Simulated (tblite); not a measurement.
Here is a computed GFN2-xTB geometry (Å):
```
C 
C   1  1.4893
S   2  1.6501  1  122.32
C   2  1.4111  1  120.67  3   179.97
C   4  1.3923  2  130.65  1     0.06
C   5  1.3814  4  111.65  2   179.97
C   6  1.3433  5  115.87  4    -0.00
Cl  7  1.6899  6  129.70  5  -179.98
S   4  1.7495  2  117.17  1  -179.97
H   1  1.0896  2  110.13  3   120.79
H   1  1.0896  2  110.11  3  -120.33
H   1  1.0863  2  110.26  3     0.20
H   5  1.0739  4  123.61  2    -0.04
```
Z-matrix in Å and degrees, rows numbered from 1.

Doublet state.

(1) Which heavy atoms are bonded, and with what formal order?

(2) Give the structure as a SMILES string.

(3) Name the point group.

(4) Which rings does it hold (smallest set)?

(5) Describe the place of each heavy atom.

(6) What is the arrangement about C4?

(7) What is the arrangement about S9?

Results:

(1) C1–C2 (single); C2–S3 (double); C2–C4 (single); C4–C5 (aromatic); C5–C6 (aromatic); C6–C7 (aromatic); C7–Cl8 (single); C7–S9 (aromatic); C4–S9 (aromatic). Hydrogens: H10, H11, H12 on C1; H13 on C5. The orders are those of one drawing; other resonance forms can be drawn.

(2) `CC(=S)c1c[c]c(Cl)s1`, C6H4ClS2.

(3) Cs (every atom within 0.08 Å of its image).

(4) C4–C5–C6–C7–S9 (5 members, 0.00 Å rms from planarity).

(5) C1: carbon bonded to C and 3 H; C2: carbon bonded to 2 C and S; S3: sulfur bonded to C; C4: carbon bonded to 2 C and S; C5: carbon bonded to 2 C and H; C6: carbon bonded to 2 C; C7: carbon bonded to C, Cl and S; Cl8: chlorine bonded to C; S9: sulfur bonded to 2 C.

(6) It has 3 neighbours (C2, C5, S9) and is planar (angles 130.7°, 117.2° and 112.2°, sum 360.0°, 0.00 Å off the plane of its three neighbours).

(7) It has 2 neighbours (C7, C4) and is bent (angle 89.4°).
